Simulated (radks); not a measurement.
Results of a calculation; reference values are marked as such.
Spherical quantum dot in the effective-mass picture: electrons in a parabolic well V = omega^2 r^2 / 2 with omega = 0.198, with a point charge +1 (a donor) at the centre, all in effective atomic units (hartree* = m*/eps^2 hartree, bohr* = eps/m* bohr), one dielectric constant everywhere. Level of theory: non-relativistic Kohn-Sham, exchange-only LDA, spin-polarised, spherical densities (a radial shooting solver with Libxc functionals). Levels are named by radial order and angular momentum (1s, 1p, 1d, 2s, ...), and open shells are averaged over m.

N = 25, configuration 1s2 1p6 1d10 2s2 1f(up 5, down 0). This is the lowest configuration that the search found. Occupied and some empty levels:

level,occupation,eigenvalue (hartree*),<r> (bohr*)
1s down,1,3.9914,2.631
1s up,1,3.9929,2.926
1p up,3,4.0890,6.173
2s up,1,4.0986,5.604
1p down,3,4.1106,5.881
2s down,1,4.1205,5.666
1d up,5,4.1489,6.809
1d down,5,4.1766,6.663
1f up,5,4.2197,7.263
1f down,0,4.2505,7.197
2p up,0,4.2635,5.819
2p down,0,4.2772,5.913
1g up,0,4.3009,7.639
1g down,0,4.3332,7.622
2d up,0,4.3640,6.561
2d down,0,4.3799,6.561

Energy (hartree*): total 60.2712, kinetic 3.6019, external 15.949, Hartree 44.525, exchange-correlation -3.8051.
